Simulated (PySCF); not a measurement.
**Correlation energy of La (lanthanum, neutral)**

Starting occupation: [Xe] 5d3, 5d5/2 with m_j = +1/2, +3/2, +5/2. Calculation: PySCF 2.14, in x2c-TZVPall-2c; X2C-1e with screened-nucleus spin-orbit coupling, Gaussian nucleus. Frozen: [Ar] 3d10; 29 electrons correlated; the 18 highest virtual spinors left out.

MP2 pair energies summed by pair of shells (mhartree):

| pair | energy | share (%) |
| --- | --- | --- |
| 4d-4d | -222.65 | 31.0 |
| 4d-5p | -123.62 | 17.2 |
| 5p-5p | -82.72 | 11.5 |
| 4d-4p | -66.34 | 9.2 |
| 5d-5p | -59.82 | 8.3 |
| 4d-5s | -27.05 | 3.8 |
| 5p-5s | -25.35 | 3.5 |
| 4p-4p | -23.21 | 3.2 |
| 4d-4s | -19.05 | 2.7 |
| 5d-5d | -12.08 | 1.7 |
| 4d-5d | -10.68 | 1.5 |
| 4p-5p | -10.65 | 1.5 |
| 4p-4s | -9.54 | 1.3 |
| 4p-5s | -7.90 | 1.1 |
| 5d-5s | -5.05 | 0.7 |
| 5s-5s | -4.99 | 0.7 |
| 4s-5p | -2.33 | 0.3 |
| 4s-4s | -1.89 | 0.3 |
| 4p-5d | -1.48 | 0.2 |
| 4s-5s | -0.75 | 0.1 |
| 4s-5d | -0.30 | 0.0 |

Total MP2 correlation energy: -717.43 mhartree.

The GHF reference relaxed away from the jj start to a determinant that is no pure jj level (⟨S²⟩ = 3.78, ⟨J²⟩ = 24.77); the energies belong to that determinant.

This basis was not built for core-valence correlation, so the inner-shell part is incomplete.
